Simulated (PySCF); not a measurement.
H3O3Si, SMILES O[Si](O)O (connectivity only; charge and spin as stated), charge +1, multiplicity 1. Atoms are numbered in the order given.

```xyz
7

O     -1.5110     0.4257     0.0000
Si     0.0121    -0.0061     0.0000
O      1.1254     1.1256     0.0000
O      0.2059    -1.5772     0.0000
H     -1.8446     1.3401     0.0000
H      2.0959     1.0643     0.0000
H      1.0171    -2.1116     0.0000
```
Charge +1, spin multiplicity 1.

Geometry optimised at TPSSh-D3(BJ)/def2-SVP. The multiplicity is an assumed one; other spin states were not compared. The isomer is the one that the SMILES or the coordinates give; other isomers of the formula were not compared. One conformer was computed; it need not be the lowest.

Calculation: PBE0/pcSseg-1 (PySCF).

GIAO shieldings, no solvent; atoms listed in one row are averaged. δ = σ(ref) − σ: ¹⁷O against H2O (σ = 334.2 ppm); ²⁹Si against TMS (σ = 352.7 ppm); ¹H against TMS (σ = 31.56 ppm), references at their B3LYP-D3(BJ)/def2-TZVP geometries, non-relativistic.

```csv
nucleus,atoms,count,δ (ppm)
¹⁷O,O3,1,71.1
¹⁷O,O4,1,61.0
¹⁷O,O1,1,49.9
²⁹Si,Si2,1,-45.7
¹H,H6,1,6.08
¹H,H7,1,5.94
¹H,H5,1,5.81
```
